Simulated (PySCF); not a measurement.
Radial density of Sn²⁺ (tin, charge +2)

MN15, [Kr] 4d10 5s2, closed-shell 1S. Calculation: PySCF 2.14, in x2c-SVPall (6s5p3d, 36 functions); scalar relativity by spin-free X2C-1e.

| r (bohr) | 4πr²ρ (e/bohr) |
| --- | --- |
| 0.0229 | 64.10 |
| 0.0385 | 55.12 |
| 0.0648 | 71.55 |
| 0.109 | 77.43 |
| 0.183 | 57.02 |
| 0.308 | 63.27 |
| 0.519 | 21.32 |
| 0.873 | 22.45 |
| 1.47 | 6.833 |
| 2.47 | 1.344 |
| 4.15 | 0.06938 |
| 6.98 | 5.270e-05 |

Densities and radii are taken from the X2C orbitals without a picture-change correction, which distorts them close to the nucleus.
